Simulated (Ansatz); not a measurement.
A nudged elastic band was laid between two geometries of Cl₂GaH₂ (5 atoms, charge 0, multiplicity 2).

Computed with Ansatz, UKS PBE0/def2-SVP.

* movable images: 5
* climbing image: yes
* spring: 5.0 eV/Å²
* optimiser: quadratic models (default)
* start path: through a guess of the saddle point
* force threshold: 0.03 eV/Å
* iteration limit: 60
* end points: relaxed

Initial state:

```xyz
5
Properties=species:S:1:pos:R:3
Ga 0.075 -0.153 0.652
Cl -0.444 1.652 2.061
H 1.549 -0.023 0.181
H -1.225 -0.644 -0.043
Cl 0.045 -0.832 2.900
```

Final state:

```xyz
5
Properties=species:S:1:pos:R:3
Ga 0.092 0.021 -0.042
Cl -0.075 -0.017 2.122
H 1.523 0.342 -0.564
H -1.242 -0.278 -0.787
Cl -0.298 -0.068 5.022
```

Which bonds break or form, and what moves?

Bonds broken: Ga1–Cl5. Cl2GaH2 becomes Cl + ClGaH2.

Give the energies along the band, and the barrier.

The run converged. The highest image is number 6 of 0 to 6, 21.4 kcal/mol above the first end and 0.0 kcal/mol above the last; the last end lies 21.4 kcal/mol above the first. The highest image is an end point: on this band no image between the ends rises above it. A vibrational analysis next to that end finds imaginary modes (56i, 43i cm⁻¹), so it isn't a minimum.

```json
{"image": "0", "path coordinate (Å)": "0.00", "energy (kcal/mol)": "0.0", "Ga1–Cl5 (Å)": "2.35"}
{"image": "1", "path coordinate (Å)": "0.67", "energy (kcal/mol)": "11.1", "Ga1–Cl5 (Å)": "3.08"}
{"image": "2", "path coordinate (Å)": "1.34", "energy (kcal/mol)": "16.6", "Ga1–Cl5 (Å)": "3.78"}
{"image": "3", "path coordinate (Å)": "2.01", "energy (kcal/mol)": "18.8", "Ga1–Cl5 (Å)": "4.37"}
{"image": "4", "path coordinate (Å)": "2.68", "energy (kcal/mol)": "20.5", "Ga1–Cl5 (Å)": "4.84"}
{"image": "5", "path coordinate (Å)": "3.35", "energy (kcal/mol)": "21.4", "Ga1–Cl5 (Å)": "5.08"}
{"image": "6", "path coordinate (Å)": "3.37", "energy (kcal/mol)": "21.4", "Ga1–Cl5 (Å)": "5.08"}
```

The band took 12 iterations and roughly 6 core-minutes.

Run time: 3.3 min on 2 threads of Arm Neoverse V1, on a shared host, peak memory 0.26 GiB.
